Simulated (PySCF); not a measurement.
Orbital gap (eV) of eight silicon and germanium compounds: PBE beside M06-2X, computed with PySCF for isolated molecules in the bases named; differences from unrounded values. The eight are the first of their class met in an unordered collection, after screening for sound electronic states; none was chosen by its value. Each molecule has one DFT geometry for both levels.

```
molecule                                               basis  M06-2X         PBE  difference
------------------------------------------------  ----------  ------  ----------  ----------
CH7NOSi2, SMILES C1N[SiH2]O[SiH2]1                 def2-TZVP    9.16  (withheld)  (withheld)
Si(All)(F)2(H) (C3H6F2Si), SMILES C=CC[SiH](F)F    def2-TZVP    9.33        5.16       -4.17
B(Me)(OMe)(SiH3) (C2H9BOSi), SMILES COB(C)[SiH3]   def2-TZVP    8.87        4.63       -4.25
C₂H₄F₂OSi, SMILES FC1(F)OC[SiH2]1                  def2-TZVP   10.01  (withheld)  (withheld)
C2H13NSi3, SMILES C[Si@H](C[SiH3])[SiH2]N          def2-TZVP    8.84        4.82       -4.03
C₃H₅NOSi, SMILES O[Si@@H]1C=CC=N1                  def2-TZVP    7.55        2.83       -4.71
C2H8O2Si, SMILES C[C@H](O)[SiH2]O                  def2-TZVP    9.88  (withheld)  (withheld)
GeH2Br2, SMILES [GeH2]([Br])[Br]                  def2-TZVPD    9.10        4.81       -4.29
```

Question: Fill in the missing entries. (Estimate from the structure and the level; the computed values follow.)

Answer: 
- C2H8O2Si, SMILES C[C@H](O)[SiH2]O, PBE: 5.52
- C2H8O2Si, SMILES C[C@H](O)[SiH2]O, difference: -4.37
- CH7NOSi2, SMILES C1N[SiH2]O[SiH2]1, PBE: 4.78
- CH7NOSi2, SMILES C1N[SiH2]O[SiH2]1, difference: -4.38
- C₂H₄F₂OSi, SMILES FC1(F)OC[SiH2]1, PBE: 5.63
- C₂H₄F₂OSi, SMILES FC1(F)OC[SiH2]1, difference: -4.37

PBE lies below M06-2X in 8 and above it in 0 of the eight; the mean signed difference is -4.32 and the largest -4.71 eV.
